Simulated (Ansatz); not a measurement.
One change: `[SiH3][O][AlH][SiH3]` becomes `[SiH3]C[O][AlH][SiH3]`.

Ansatz, PBE0-D4/def2-TZVP geometries, multiplicity 1. Each molecule was computed in one conformer, which needn't be the lowest.

```json
{"property": "size of the dipole moment (ωB97M-V/def2-TZVPP) / D", "`[SiH3][O][AlH][SiH3]`": "0.31"}
{"property": "HOMO–LUMO gap (ωB97M-V/def2-TZVPP) / eV", "`[SiH3][O][AlH][SiH3]`": "9.61"}
{"property": "LUMO energy (PBE/def2-TZVPP) / eV", "`[SiH3][O][AlH][SiH3]`": "-2.38"}
{"property": "HOMO–LUMO gap (PBE/def2-TZVPP) / eV", "`[SiH3][O][AlH][SiH3]`": "4.06"}
{"property": "HOMO–LUMO gap (B3LYP/def2-TZVPP) / eV", "`[SiH3][O][AlH][SiH3]`": "5.58"}
{"property": "HOMO energy (B3LYP/def2-TZVPP) / eV", "`[SiH3][O][AlH][SiH3]`": "-7.38"}
```

**Question.** What does the change do to each property? (Best estimate.)

**Answer.** Ansatz gave: 
```tsv
property	`[SiH3]C[O][AlH][SiH3]`	shift
size of the dipole moment (ωB97M-V/def2-TZVPP) / D	0.78	0.47
HOMO–LUMO gap (ωB97M-V/def2-TZVPP) / eV	9.68	0.07
LUMO energy (PBE/def2-TZVPP) / eV	-2.27	0.11
HOMO–LUMO gap (PBE/def2-TZVPP) / eV	4.08	0.02
HOMO–LUMO gap (B3LYP/def2-TZVPP) / eV	5.63	0.05
HOMO energy (B3LYP/def2-TZVPP) / eV	-7.31	0.07
```

Dipoles are sizes alone; their direction can turn.

B3LYP here is the variant with VWN-RPA as its local correlation; programs differ in this.
